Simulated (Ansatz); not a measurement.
Ba2O2, relaxed as a triplet with UKS PBE0-D4/def2-TZVP in Ansatz, starting from the PBE0-D4/def2-TZVP geometry of the neutral singlet. Force threshold 0.02 eV/Å.

In the def2 sets Ba takes a core potential; there is no spin–orbit coupling. The relaxation made no stability test and no search for a lower SCF solution. At PBE0-D4/def2-TZVP a singlet of charge 0 lies 2.27 eV below the triplet, each at its own geometry. The structure comes from a short search, and lower isomers may exist.

Start:

Cartesian coordinates in Å:
```
Ba 0.874 -0.163 -1.484
Ba -0.874 0.163 1.484
O 1.225 0.086 0.712
O -1.225 -0.086 -0.712
```

(1) Estimate the energy that the relaxation releases and the steps that it takes.

(2) Does the start keep its bonding and symmetry?

(3) Predict the relaxed structure.

## Answers

(1) 69.6 kJ/mol, in 5 steps; 17 s on 4 threads of Arm Neoverse V1 on a shared host. No frequencies were taken in this run, so the end may be a saddle point.

(2) By distances, no bond broke or formed. The bond that changes most is Ba2–O3, from 2.24 to 2.30 Å (atoms count from 1). Point group D2h at the start, D2h at the end, both within 0.05 Å.

(3) 
```xyz
4

Ba    0.990   -0.185   -1.682
Ba   -0.990    0.185    1.682
O     1.043    0.073    0.606
O    -1.043   -0.073   -0.606
```
Bond lengths (bridged metal pairs left out): 4 × Ba–O 2.30 Å.
